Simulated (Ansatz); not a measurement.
Basis-set extrapolation for `O=C=N[SiH2]O` (PBE0-D4/def2-TZVP geometry, frozen core, the Gaussian-basis code of Ansatz). Multiplicity 1, RHF reference.

```
                      def2-TZVPP   def2-QZVPP
                 HF  -532.947034  -532.967464
    MP2 correlation    -0.923309    -0.994218
CCSD(T) correlation    -0.974870      not run
```

Energies in hartree. Use E(X) = E(∞) + A·exp(−7.88·√X) for Hartree–Fock and E(X) = E(∞) + B·X^(−2.97) for correlation, with X = 3 and 4, and add CCSD(T) minus MP2 of the smaller set to the MP2 limit.

What is the CCSD(T) energy at the basis-set limit?

HF limit: -532.967464 + (-0.020430) × 0.13774 = -532.97028. MP2 limit: -0.994218 + (-0.070909) × 0.74074 = -1.04674. Higher-order term: -0.974870 − (-0.923309) = -0.05156. Total: -534.06858 hartree, 92.0 kcal/mol below CCSD(T)/def2-TZVPP.
